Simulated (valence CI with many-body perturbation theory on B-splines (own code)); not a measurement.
# E1 line list for Er LXIV

Calculated by configuration interaction combined with many-body perturbation theory (CI+MBPT): three valence electrons over a frozen Dirac-Fock core [He], a basis of 11 s, 11 p, 9 d, 7 f, 5 g, 2 h, 1 i functions for each j, with the one-electron correlation potential Σ1, the two-electron term Σ2, the three-electron term Σ3, Breit, model QED; selected CI, second order for the rest (own B-spline code, finite nucleus).

No measured spectrum was set against this ion. As an estimate, large intervals hold to a few tenths of a per cent, small ones and those within an open d or f shell to about a per cent.

Lines 201 to 250 of 276 in falling wavelength, among levels below 86101 × 10³ cm⁻¹, chosen from the strongest by gf and those to the six lowest levels. Wavelengths and rates use the calculated energies. Electric multipoles are in the length gauge, E1 and E2 with the static RPA response of the core. Weak lines are less certain than strong ones. Lines between different terms over intervals too small for the method are left out, as are lines whose strength nearly cancels. The highest levels of a list are the least certain.

Levels are named by their leading jj configuration (3d3/2^4 stands for four electrons in 3d with j = 3/2), which in mixed levels can hold well under half, so a name can repeat and another be missing. Letters in brackets count levels of one name in rising energy.

```
λ vac (nm)                          Upper                       Lower   A (s⁻¹)  S (a.u.) with core polarisation  S without
    0.1374     (2s 2p1/2 3p1/2) J=1/2 [b]          (2s^2 2p1/2) J=1/2  1.75e+14                         4.49e-04   4.49e-04
    0.1371      (2p1/2 2p3/2 3p1/2) J=1/2  (2s 2p1/2 2p3/2) J=3/2 [a]  4.86e+14                         1.24e-03   1.24e-03
    0.1371  (2p1/2 2p3/2 3d3/2) J=3/2 [a]       (2p1/2^2 2p3/2) J=3/2  1.80e+14                         9.16e-04   9.17e-04
    0.1370  (2p1/2 2p3/2 3p1/2) J=3/2 [a]  (2s 2p1/2 2p3/2) J=3/2 [a]  3.15e+14                         1.60e-03   1.60e-03
    0.1368     (2s 2p3/2 3d3/2) J=3/2 [a]      (2s 2p1/2 2p3/2) J=1/2  1.26e+12                         6.38e-06   6.40e-06
    0.1368      (2p1/2 2p3/2 3p1/2) J=5/2  (2s 2p1/2 2p3/2) J=3/2 [a]  6.05e+13                         4.59e-04   4.59e-04
    0.1368         (2s 2p3/2 3p1/2) J=1/2          (2s^2 2p3/2) J=3/2  2.89e+14                         7.31e-04   7.30e-04
    0.1368  (2p1/2 2p3/2 3p1/2) J=3/2 [b]      (2s 2p1/2 2p3/2) J=5/2  2.92e+14                         1.47e-03   1.47e-03
    0.1368     (2s 2p3/2 3p1/2) J=3/2 [b]          (2s^2 2p3/2) J=3/2  1.95e+14                         9.83e-04   9.82e-04
    0.1367     (2s 2p1/2 3d3/2) J=3/2 [a]          (2s 2p1/2^2) J=1/2  1.28e+14                         6.47e-04   6.47e-04
    0.1366  (2p1/2 2p3/2 3d3/2) J=5/2 [b]       (2p1/2^2 2p3/2) J=3/2  1.30e+15                         9.84e-03   9.85e-03
    0.1365  (2p1/2 2p3/2 3d3/2) J=3/2 [b]       (2p1/2^2 2p3/2) J=3/2  1.18e+15                         5.92e-03   5.92e-03
    0.1364  (2p1/2 2p3/2 3d3/2) J=1/2 [b]       (2p1/2^2 2p3/2) J=3/2  1.35e+15                         3.39e-03   3.39e-03
    0.1362  (2p1/2 2p3/2 3p1/2) J=3/2 [b]  (2s 2p1/2 2p3/2) J=3/2 [a]  1.44e+13                         7.20e-05   7.19e-05
    0.1360     (2s 2p1/2 3d3/2) J=3/2 [b]          (2s 2p1/2^2) J=1/2  1.27e+15                         6.32e-03   6.33e-03
    0.1360     (2s 2p3/2 3d3/2) J=5/2 [a]      (2s 2p1/2 2p3/2) J=5/2  5.15e+14                         3.84e-03   3.84e-03
    0.1359         (2s 2p1/2 3d3/2) J=1/2          (2s 2p1/2^2) J=1/2  1.17e+15                         2.90e-03   2.90e-03
    0.1359     (2s 2p3/2 3d3/2) J=3/2 [a]      (2s 2p1/2 2p3/2) J=5/2  1.82e+14                         9.01e-04   9.01e-04
    0.1359         (2s 2p3/2 3d3/2) J=7/2      (2s 2p1/2 2p3/2) J=5/2  1.06e+15                         1.05e-02   1.05e-02
    0.1359     (2s 2p3/2 3d3/2) J=3/2 [b]  (2s 2p1/2 2p3/2) J=3/2 [b]  3.61e+14                         1.79e-03   1.79e-03
    0.1358     (2s 2p3/2 3d3/2) J=3/2 [b]      (2s 2p1/2 2p3/2) J=1/2  4.46e+14                         2.21e-03   2.21e-03
    0.1357     (2s 2p3/2 3d5/2) J=5/2 [a]  (2s 2p1/2 2p3/2) J=3/2 [b]  2.99e+14                         2.21e-03   2.22e-03
    0.1356     (2s 2p3/2 3d3/2) J=5/2 [b]  (2s 2p1/2 2p3/2) J=3/2 [b]  7.26e+14                         5.36e-03   5.37e-03
    0.1355     (2p1/2 2p3/2 3s) J=3/2 [a]          (2s^2 2p3/2) J=3/2  2.16e+12                         1.06e-05   1.06e-05
    0.1355     (2s 2p3/2 3d3/2) J=1/2 [b]      (2s 2p1/2 2p3/2) J=1/2  9.16e+14                         2.25e-03   2.25e-03
    0.1354         (2p1/2 2p3/2 3s) J=1/2          (2s^2 2p3/2) J=3/2  5.50e+12                         1.35e-05   1.35e-05
    0.1354     (2s 2p3/2 3d3/2) J=5/2 [a]  (2s 2p1/2 2p3/2) J=3/2 [a]  4.73e+14                         3.48e-03   3.48e-03
    0.1353     (2s 2p3/2 3d5/2) J=3/2 [a]      (2s 2p1/2 2p3/2) J=1/2  1.33e+14                         6.52e-04   6.53e-04
    0.1353             (2s^2 3d3/2) J=3/2          (2s^2 2p1/2) J=1/2  1.03e+15                         5.01e-03   5.02e-03
    0.1353     (2s 2p3/2 3d3/2) J=3/2 [a]  (2s 2p1/2 2p3/2) J=3/2 [a]  7.66e+14                         3.75e-03   3.75e-03
    0.1353         (2p1/2 2p3/2 3s) J=5/2          (2s^2 2p3/2) J=3/2  9.42e+12                         6.90e-05   6.90e-05
    0.1352     (2s 2p3/2 3d3/2) J=1/2 [a]  (2s 2p1/2 2p3/2) J=3/2 [a]  9.44e+14                         2.31e-03   2.31e-03
    0.1352         (2s 2p3/2 3d5/2) J=1/2      (2s 2p1/2 2p3/2) J=1/2  2.94e+13                         7.18e-05   7.19e-05
    0.1352     (2p1/2 2p3/2 3s) J=3/2 [b]          (2s^2 2p3/2) J=3/2  5.78e+12                         2.82e-05   2.81e-05
    0.1351             (2p1/2^2 3s) J=1/2          (2s^2 2p1/2) J=1/2  2.30e+13                         5.60e-05   5.59e-05
    0.1349     (2s 2p3/2 3d3/2) J=3/2 [b]      (2s 2p1/2 2p3/2) J=5/2  3.48e+12                         1.69e-05   1.69e-05
    0.1347     (2s 2p3/2 3d3/2) J=5/2 [b]      (2s 2p1/2 2p3/2) J=5/2  2.44e+12                         1.76e-05   1.76e-05
    0.1346     (2s 2p3/2 3d5/2) J=7/2 [a]      (2s 2p1/2 2p3/2) J=5/2  1.39e+13                         1.34e-04   1.34e-04
    0.1342  (2p1/2 2p3/2 3p3/2) J=1/2 [a]      (2s 2p1/2 2p3/2) J=1/2  2.05e+14                         4.90e-04   4.89e-04
    0.1342     (2s 2p3/2 3d5/2) J=5/2 [a]  (2s 2p1/2 2p3/2) J=3/2 [a]  6.21e+12                         4.44e-05   4.44e-05
    0.1341  (2p1/2 2p3/2 3p3/2) J=3/2 [a]  (2s 2p1/2 2p3/2) J=3/2 [b]  1.61e+14                         7.69e-04   7.68e-04
    0.1341     (2s 2p3/2 3d3/2) J=5/2 [b]  (2s 2p1/2 2p3/2) J=3/2 [a]  4.59e+12                         3.27e-05   3.28e-05
    0.1341  (2p1/2 2p3/2 3p3/2) J=3/2 [a]      (2s 2p1/2 2p3/2) J=1/2  9.94e+13                         4.73e-04   4.73e-04
    0.1338     (2s 2p1/2 3p3/2) J=3/2 [a]          (2s^2 2p1/2) J=1/2  1.30e+14                         6.15e-04   6.14e-04
    0.1338     (2s 2p3/2 3p3/2) J=3/2 [a]          (2s^2 2p3/2) J=3/2  2.57e+14                         1.22e-03   1.21e-03
    0.1338  (2p1/2 2p3/2 3p3/2) J=3/2 [b]      (2s 2p1/2 2p3/2) J=1/2  9.39e+13                         4.43e-04   4.43e-04
    0.1337     (2s 2p3/2 3d5/2) J=7/2 [b]      (2s 2p1/2 2p3/2) J=5/2  1.93e+13                         1.82e-04   1.82e-04
    0.1336  (2p1/2 2p3/2 3p3/2) J=5/2 [b]  (2s 2p1/2 2p3/2) J=3/2 [b]  1.48e+14                         1.04e-03   1.04e-03
    0.1335     (2s 2p3/2 3p3/2) J=5/2 [a]          (2s^2 2p3/2) J=3/2  2.43e+14                         1.72e-03   1.71e-03
    0.1335     (2s 2p3/2 3p3/2) J=1/2 [a]          (2s^2 2p3/2) J=3/2  4.62e+14                         1.08e-03   1.08e-03
```
